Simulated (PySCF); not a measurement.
FH4NSi, H5NOSi2, BH5NOSi (calculated)

All values are calculated (PySCF 2.14.0). Calculation on a computer-drawn molecule: the log of a Hartree-Fock and frozen-core CCSD(T) single point meant for a local Hartree-Fock minimum, with one planted fault or none, to be diagnosed. Offsets are logged minus clean, where the clean run is the same molecule without the fault. The reference is restricted for singlets and unrestricted otherwise, and also for a bond in bohr or an excited solution. Adding or removing an electron swaps singlet and doublet. The excited solution moves the top pair (singlet) or top alpha electron (doublet) to the lowest empty orbital. Highest occupied and lowest empty are orbital energies over both spins, largest force is the largest gradient component, triples share is (T) over the correlation energy, the T1 limit is 0.02 restricted and 0.045 unrestricted, electrons count all cores, a negative frequency is imaginary (commonest isotopes), and the dipole is about the centre of nuclear charge.

Common to all runs: meant multiplicity 1; meant basis cc-pV(D+d)Z; logged SCF converged yes; possible faults no fault, one electron removed, one electron added, multiplicity raised by two, geometry at a saddle point, SCF held on an excited solution, minimal basis STO-3G, one bond length entered in bohr, all coordinates scaled.

(1) FH4NSi

Logged structure:
```xyz
7
FH4NSi
N     -0.0890    -1.9389    -1.9444
Si     1.0236    -1.1288    -0.9511
F      2.5234    -1.7391    -1.0185
H     -0.4189    -2.8537    -1.6996
H     -0.0292    -1.7307    -3.8269
H      0.6016    -1.2632     0.4501
H      1.1405     0.2655    -1.4002
```

* meant charge: 0
* logged electrons: 34
* logged basis functions: 71
* logged spin squared: 0.7847
* logged highest occupied: -11.28 eV
* logged lowest empty: 1.7615 eV
* logged largest force: 0.022316 hartree/bohr
* logged T1 diagnostic: 0.068997
* logged D1 diagnostic: 0.36767
* logged triples share: 0.028529
* logged CC converged: yes
* logged dipole magnitude: 1.6634 debye
* logged SCF stable within its kind: yes
* logged energy HF: -445.10837 hartree
* logged energy CCSD(T): -445.60116 hartree
* planted fault: one bond length entered in bohr, row 4 of the drawn bonds
* HF energy offset from clean run: 89.84 kcal/mol
* CCSD(T) energy offset from clean run: 93.5 kcal/mol

Drawn bonds:
```tsv
atom	other atom	order
1	2	1
2	3	1
1	4	1
1	5	1
2	6	1
2	7	1
```

Notes: T1 above single-reference limit.

(2) FH4NSi

Logged structure:
```xyz
7
FH4NSi
N     -0.0890    -1.9389    -1.9444
Si     1.0236    -1.1288    -0.9511
F      2.5234    -1.7391    -1.0185
H     -0.4189    -2.8537    -1.6996
H     -0.0574    -1.8287    -2.9406
H      0.6016    -1.2632     0.4501
H      1.1405     0.2655    -1.4002
```

* meant charge: 0
* logged electrons: 34
* logged basis functions: 71
* logged spin squared: 0
* logged highest occupied: -11.786 eV
* logged lowest empty: 4.4936 eV
* logged largest force: 1.783e-05 hartree/bohr
* logged lowest frequency: 270.28 cm⁻¹
* logged T1 diagnostic: 0.011248
* logged D1 diagnostic: 0.027221
* logged triples share: 0.018801
* logged CC converged: yes
* logged dipole magnitude: 2.0667 debye
* logged SCF stable within its kind: yes
* logged energy HF: -445.25154 hartree
* logged energy CCSD(T): -445.75016 hartree
* planted fault: no fault
* HF energy offset from clean run: 0 kcal/mol
* CCSD(T) energy offset from clean run: 0 kcal/mol

Drawn bonds:
```tsv
atom	other atom	order
1	2	1
2	3	1
1	4	1
1	5	1
2	6	1
2	7	1
```

(3) H5NOSi2

Logged structure:
```xyz
9
H5NOSi2
N      0.8998    -0.1251     1.5195
Si     0.8223     0.5235    -0.0563
O      0.6997    -0.6151    -1.2596
Si    -0.1087    -1.2074    -2.5651
H      0.0757    -0.5017     1.9493
H      1.7109    -0.6387     1.8099
H      2.0696     1.2648    -0.3102
H     -0.3691     1.3906    -0.1322
H     -1.2812    -0.2177    -2.5830
```

- meant charge: 0
- logged electrons: 48
- logged basis functions: 99
- logged spin squared: 0
- logged highest occupied: -5.4813 eV
- logged lowest empty: -2.4981 eV
- logged largest force: 0.048052 hartree/bohr
- logged dipole magnitude: 1.5006 debye
- logged SCF stable within its kind: no
- logged energy HF: -709.90356 hartree
- planted fault: SCF held on an excited solution
- HF energy offset from clean run: 166.7 kcal/mol

Drawn bonds:
```tsv
atom	other atom	order
1	2	1
2	3	1
3	4	1
1	5	1
1	6	1
2	7	1
2	8	1
4	9	1
```

Notes: coupled-cluster numbers left out as unreliable.

(4) BH5NOSi

Logged structure:
```xyz
9
BH5NOSi
N     -0.8759    -1.4665    -0.8571
Si    -1.4553    -0.6044    -2.1724
B     -1.5817     1.4463    -1.6228
O     -1.6126     2.6085    -1.1918
H     -1.4672    -1.9104    -0.1796
H      0.0948    -1.6717    -0.7112
H     -0.5255    -0.5225    -3.3021
H     -2.8548    -0.8786    -2.5094
H     -2.0340     4.2928    -1.6691
```

- meant charge: 1
- logged electrons: 38
- logged basis functions: 90
- logged spin squared: 0
- logged highest occupied: -15.055 eV
- logged lowest empty: -7.7618 eV
- logged largest force: 0.085184 hartree/bohr
- logged T1 diagnostic: 0.025939
- logged D1 diagnostic: 0.095309
- logged triples share: 0.031853
- logged CC converged: yes
- logged dipole magnitude: 8.3606 debye
- logged SCF stable within its kind: yes
- logged energy HF: -445.48943 hartree
- logged energy CCSD(T): -446.07796 hartree
- planted fault: one bond length entered in bohr, row 8 of the drawn bonds
- HF energy offset from clean run: 107.5 kcal/mol
- CCSD(T) energy offset from clean run: 93.17 kcal/mol

Drawn bonds:
```tsv
atom	other atom	order
1	2	1
2	3	1
3	4	1
1	5	1
1	6	1
2	7	1
2	8	1
4	9	1
```

(5) BH5NOSi

Logged structure:
```xyz
9
BH5NOSi
N     -0.8759    -1.4665    -0.8571
Si    -1.4553    -0.6044    -2.1724
B     -1.5817     1.4463    -1.6228
O     -1.6126     2.6085    -1.1918
H     -1.4672    -1.9104    -0.1796
H      0.0948    -1.6717    -0.7112
H     -0.5255    -0.5225    -3.3021
H     -2.8548    -0.8786    -2.5094
H     -1.8356     3.4998    -1.4444
```

* meant charge: 1
* logged electrons: 38
* logged basis functions: 29
* logged spin squared: 0
* logged highest occupied: -13.335 eV
* logged lowest empty: 0.54873 eV
* logged largest force: 0.051632 hartree/bohr
* logged T1 diagnostic: 0.019871
* logged D1 diagnostic: 0.059154
* logged triples share: 0.04027
* logged CC converged: yes
* logged dipole magnitude: 4.9504 debye
* logged SCF stable within its kind: yes
* logged energy HF: -440.32798 hartree
* logged energy CCSD(T): -440.54479 hartree
* planted fault: withheld

Drawn bonds:
```tsv
atom	other atom	order
1	2	1
2	3	1
3	4	1
1	5	1
1	6	1
2	7	1
2	8	1
4	9	1
```

(6) BH5NOSi

Structure as in entry 5.

- meant charge: 1
- logged electrons: 39
- logged basis functions: 90
- logged spin squared: 0.7664
- logged highest occupied: -4.9415 eV
- logged lowest empty: 3.8443 eV
- logged largest force: 0.11314 hartree/bohr
- logged T1 diagnostic: 0.017449
- logged D1 diagnostic: 0.07178
- logged triples share: 0.0251
- logged CC converged: yes
- logged dipole magnitude: 0.70757 debye
- logged SCF stable within its kind: yes
- logged energy HF: -445.80752 hartree
- logged energy CCSD(T): -446.38436 hartree
- planted fault: withheld

Drawn bonds:
```tsv
atom	other atom	order
1	2	1
2	3	1
3	4	1
1	5	1
1	6	1
2	7	1
2	8	1
4	9	1
```

## Withheld values
1. Which fault was planted in the run of BH5NOSi (entry 5)?
2. BH5NOSi (entry 6): planted fault?

Calculated values
1. minimal basis STO-3G
2. one electron added

Further results for BH5NOSi (entry 5):

* HF energy offset from clean run: 3346 kcal/mol
* CCSD(T) energy offset from clean run: 3565 kcal/mol

Further results for BH5NOSi (entry 6):

- HF energy offset from clean run: -92.09 kcal/mol
- CCSD(T) energy offset from clean run: -99.1 kcal/mol
